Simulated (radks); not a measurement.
The numbers below are computed, except where a source is named.
Task: These are the eigenvalues of the occupied orbitals of an atom or ion with whole-number occupations (hartree). Level of theory: scalar-relativistic Kohn-Sham, LDA (Slater exchange, VWN5 correlation), spin-polarised, spherical densities, finite nucleus; Fermi nuclear charge, rms radius of each element as measured or else 0.836 A^(1/3) + 0.57 fm (a radial shooting solver on a logarithmic mesh with Libxc functionals).

| orbital | eigenvalue |
|---|---|
| 1s up | -2353.131 |
| 1s down | -2353.129 |
| 2s up | -427.1607 |
| 2s down | -427.1293 |
| 2p up | -379.8081 |
| 2p down | -379.7819 |
| 3s up | -121.6071 |
| 3s down | -121.5862 |
| 3p up | -107.3839 |
| 3p down | -107.3619 |
| 3d up | -90.32176 |
| 3d down | -90.29340 |
| 4s up | -47.16594 |
| 4s down | -47.09705 |
| 4p up | -42.14229 |
| 4p down | -42.07457 |
| 4d up | -35.71453 |
| 4d down | -35.64728 |

Which element is it, and in what charge state? The configuration may be excited. Open shells, if any, are filled with parallel spins first.

Result: Z = 71, lutetium, charge +26: Lu26+ in [Kr] 4d9. The list shows which subshells hold electrons but not how many an open one holds; the 1s level, -2353.1 hartree, gives Z - s = 68.6 by -(Z - s)^2/2, which with screening and relativity narrows Z to a few neighbours, and the depths of the outer levels then fix element, charge and occupations together.
